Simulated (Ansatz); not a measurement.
Cost and result for the atomization energy of `CC[Si]N` (11 atoms, 10 bonds).

Cartesian coordinates in Å:
```
C -0.7029 1.6104 -0.4060
C -0.0819 0.3755 0.2366
Si 0.1915 -1.0826 -0.9704
N 0.8571 -2.1940 0.1443
H -0.8418 2.4240 0.3109
H -1.6818 1.3851 -0.8385
H -0.0789 1.9934 -1.2184
H 0.8900 0.6229 0.6854
H -0.7091 0.0147 1.0633
H 1.0164 -2.0302 1.1284
H 1.1414 -3.1191 -0.1356
```

Total charge 0; spin multiplicity 1. The geometry is a stationary point of PBE0-D4/def2-TZVP. It is one conformer, not always the lowest. Program: Ansatz. Hardware: A = 2 threads of an AMD EPYC 7R13 on a shared host; B = 2 threads of an AMD EPYC 7R13 on a shared host and a share of an NVIDIA H100 80 GB. Times are those of one run each, without the atoms' runs, and a repeat can differ threefold. Electronic energies, without spin–orbit coupling; frozen cores. CCSD(T)/CBS extrapolates def2-TZVPP and def2-QZVPP, and its time is that of the two runs behind it. T1 = 0.012; the RHF reference is unstable towards UHF. B3LYP takes the VWN-RPA correlation (the form of Gaussian; ORCA's B3LYP/G).

CCSD(T)/CBS is a level of theory with its own doubt, some kJ/mol a heavy atom from the limit and from the frozen cores, so smaller differences don't rank the functionals.

| level | functions | wall time | atomization (kcal/mol) | difference from CCSD(T)/CBS | per bond |
| --- | --- | --- | --- | --- | --- |
| PBE-D4/def2-TZVPP (with forces) [A] | 233 | 3.1 s | 979.9 | 16.9 | 1.7 |
| PBE0-D4/def2-TZVPP [A] | 233 | 3.5 s | 965.0 | 2.0 | 0.2 |
| B3LYP-D4/def2-TZVPP (with forces) [A] | 233 | 5.5 s | 967.1 | 4.1 | 0.4 |
| r2SCAN-D4/def2-TZVPP (with forces) [A] | 233 | 5.5 s | 961.0 | -2.0 | -0.2 |
| B2PLYP/def2-TZVPP [A] | 233 | 7 s | 954.5 | -8.5 | -0.8 |
| ωB97X-V/def2-TZVPP [A] | 233 | 7.5 s | 966.6 | 3.6 | 0.4 |
| CCSD(T)/def2-TZVPP [B] | 233 | 11 s | 938.4 | -24.6 | -2.5 |
| ωB97M-V/def2-TZVPP (with forces) [A] | 233 | 12 s | 969.3 | 6.3 | 0.6 |
| CCSD(T)/def2-QZVPP [B] | 451 | 22 s | 953.1 | -9.9 | -1.0 |
| CCSD(T)/CBS(def2) | – | 32 s | 963.0 | 0.0 | 0.0 |

From PBE to PBE0 (25 % exact exchange), in def2-TZVPP and without D4, the atomization energy moves by −14.1 kcal/mol: exact exchange takes away binding that semilocal exchange gives to molecules. The D4 term adds +7.7 kcal/mol with B3LYP and +4.0 kcal/mol with PBE0; it sums over pairs of atoms, weighted by their polarisabilities, and B3LYP, whose exchange is more repulsive, gets the larger term. In def2-TZVPP, CCSD(T) changes the Hartree–Fock value by +238.7 kcal/mol (the triples alone add +12.7 kcal/mol) and MP2 by +245.2 kcal/mol; breaking electron pairs costs correlation energy, which Hartree–Fock lacks.
